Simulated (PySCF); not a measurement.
Computed IR spectrum (relative IR intensity) of a molecule C3H8FNSi. Coordinates come from a B3LYP-D3(BJ)/def2-SVP optimisation. The values are those of a single conformer. Computed with B3LYP-D3(BJ)/def2-SVP (PySCF). Frequencies are harmonic and unscaled.

```tsv
ν (cm⁻¹)	relative intensity
93	3.0
121	2.0
219	3.3
256	4.1
350	3.1
516	7.8
583	8.7
675	15
746	11
919	100
934	5.7
941	31
964	23
1020	15
1061	28
1091	5.0
1148	2.0
1244	5.8
1305	4.8
1359	10.0
1452	2.5
1469	11
1785	21
2225	61
2246	29
2258	49
2976	20
2985	38
3001	9.1
3077	10.0
3097	5.4
```

Task: Which structure fits?
A. C=CCN[SiH2]F
B. N[Si]1(F)CCC1
C. C/N=C/[C@H](F)[SiH3]
D. C[Si]1(F)CNC1

Result: C, C/N=C/[C@H](F)[SiH3]
